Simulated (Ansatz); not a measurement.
Compare A (`NC[SiH2][SiH3]`) with its isomer B (`[SiH3]CN[SiH3]`).

Computed with Ansatz on PBE0-D4/def2-TZVP structures; ΔE is electronic, products minus reactants. CCSD(T)/CBS is the MP2 limit (def2-TZVPP, def2-QZVPP) plus CCSD(T) − MP2 in def2-TZVPP, frozen cores. Functionals use def2-TZVPP. B3LYP here is the variant with VWN-RPA as its local correlation; programs differ in this. Each species was taken in one conformer, which may not be the lowest.

A:

```xyz
13

N     0.217    0.511   -2.379
C    -0.327   -0.136   -1.192
Si    0.419    0.618    0.371
Si   -0.299   -0.530    2.282
H    -0.191    0.130   -3.224
H     1.217    0.371   -2.440
H    -0.203   -1.230   -1.161
H    -1.406    0.051   -1.150
H     0.055    2.057    0.479
H     1.907    0.528    0.286
H    -1.783   -0.472    2.401
H     0.292    0.065    3.511
H     0.102   -1.962    2.215
```

B:

Z-matrix (Å, degrees):
```
Si
C 1 1.886
H 1 1.486 2 110.5
H 1 1.488 2 110.8 3 121.6
H 1 1.490 2 108.6 3 -118.9
N 2 1.454 1 110.9 3 65.5
H 2 1.101 1 110.1 3 -168.2
H 2 1.097 1 107.4 3 -53.4
Si 6 1.719 2 122.7 1 -154.7
H 6 1.008 2 114.0 1 51.3
H 9 1.488 6 108.6 2 56.1
H 9 1.495 6 114.6 2 -63.2
H 9 1.486 6 107.4 2 176.1
```

(1) Which is lower in electronic energy at CCSD(T)/CBS, and by how much? (Estimate.)

(2) Give E(B) − E(A) in kJ/mol with HF/def2-TZVPP, ωB97M-V, CCSD/def2-TZVPP, CCSD(T)/def2-SVP, B2PLYP, PBE-D4, B3LYP-D4. (An estimate is asked.)

(3) Does the order hold for the free energy at 298.15 K (harmonic terms from PBE0-D4)? (Estimate.)

Largest T1 diagnostic: 0.011.

Results:

(1) Ansatz gave: B, by 43.7 kJ/mol.

(2) Ansatz gave: HF/def2-TZVPP -58.6, ωB97M-V -47.5, CCSD/def2-TZVPP -45.5, CCSD(T)/def2-SVP -43.6, B2PLYP -47.5, PBE-D4 -26.0, B3LYP-D4 -45.0. None reverses the order clearly.

(3) Ansatz gave: Yes: G(B) − G(A) = -49.7 kJ/mol, for one conformer each. Modes under 60 cm⁻¹, often nearly free rotors, make the harmonic entropy too high.

From PBE to PBE0 (25 % exact exchange), in def2-TZVPP and without D4, E(B) − E(A) moves by −5.1 kJ/mol. In def2-TZVPP, CCSD(T) changes the Hartree–Fock value by +14.9 kJ/mol (the triples alone add +1.9 kJ/mol) and MP2 by +6.6 kJ/mol.
